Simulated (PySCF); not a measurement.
A calculated (B2PLYP, PySCF 2.14, x2c-TZVPPall, scalar relativity by spin-free X2C-1e) atom or ion has these occupied shells.

| shell | electrons | orbital energy (eV) | rms radius, mean of both spins (bohr) |
| --- | --- | --- | --- |
| 1s β | 1 | -16072.5 | 0.0451 |
| 1s α | 1 | -16072.5 | 0.0451 |
| 2s α | 1 | -2216.9 | 0.187 |
| 2s β | 1 | -2216.8 | 0.187 |
| 2p α | 3 | -1968.0 | 0.166 |
| 2p β | 3 | -1968.0 | 0.166 |
| 3s α | 1 | -362.23 | 0.525 |
| 3s β | 1 | -362.21 | 0.525 |
| 3p α | 3 | -280.51 | 0.537 |
| 3p β | 3 | -280.49 | 0.537 |
| 3d α | 5 | -145.21 | 0.548 |
| 3d β | 5 | -145.15 | 0.548 |
| 4s α | 1 | -51.721 | 1.46 |
| 4s β | 1 | -51.368 | 1.46 |
| 4p α | 3 | -31.213 | 1.69 |
| 4p β | 3 | -30.668 | 1.69 |
| 4d α | 1 | -7.597 | 3.40 |

Name the element and its charge.

Sr⁺ (strontium, charge +1), in [Kr] 4d1, 2D determinant (an excited configuration).
